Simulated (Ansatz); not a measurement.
Cl$_{3}$H$_{3}$SSi$_{2}$, SMILES `Cl[SiH2]S[SiH](Cl)Cl` at its PBE0-D4/def2-TZVP geometry, where that method's forces vanish. Total charge 0; spin multiplicity 1.

```tsv
atom	x (Å)	y (Å)	z (Å)
Cl1	0.6373	2.1487	1.1404
Si2	-1.0000	1.3310	0.2283
S3	-0.4775	0.0591	-1.4044
Si4	0.7841	-1.3773	-0.4914
Cl5	2.7118	-0.7303	-0.3858
Cl6	0.1625	-1.8529	1.3931
H7	-1.7924	2.4085	-0.4003
H8	-1.7707	0.5993	1.2516
H9	0.7450	-2.5860	-1.3315
```

(1) For each bond, give half the difference of the two atoms' forces along it (eV/Å; positive pushes the atoms apart) under PBE-D4, r2SCAN-D4, B3LYP-D4, ωB97M-V in def2-TZVPP. (Estimate.)

Answers

(1) Computed: 
| bond | length (Å) | PBE-D4 | r2SCAN-D4 | B3LYP-D4 | ωB97M-V |
| --- | --- | --- | --- | --- | --- |
| Cl1–Si2 | 2.045 | 0.18 | 0.06 | 0.23 | 0.11 |
| Si2–S3 | 2.135 | 0.09 | 0.04 | 0.13 | 0.06 |
| Si2–H7 | 1.478 | 0.08 | -0.04 | -0.16 | -0.17 |
| Si2–H8 | 1.475 | 0.06 | -0.03 | -0.14 | -0.17 |
| S3–Si4 | 2.119 | 0.10 | 0.04 | 0.08 | 0.01 |
| Si4–Cl5 | 2.036 | 0.20 | 0.06 | 0.18 | 0.06 |
| Si4–Cl6 | 2.041 | 0.18 | 0.06 | 0.19 | 0.08 |
| Si4–H9 | 1.472 | 0.06 | -0.06 | -0.21 | -0.22 |

B3LYP here is the variant with VWN-RPA as its local correlation; programs differ in this.
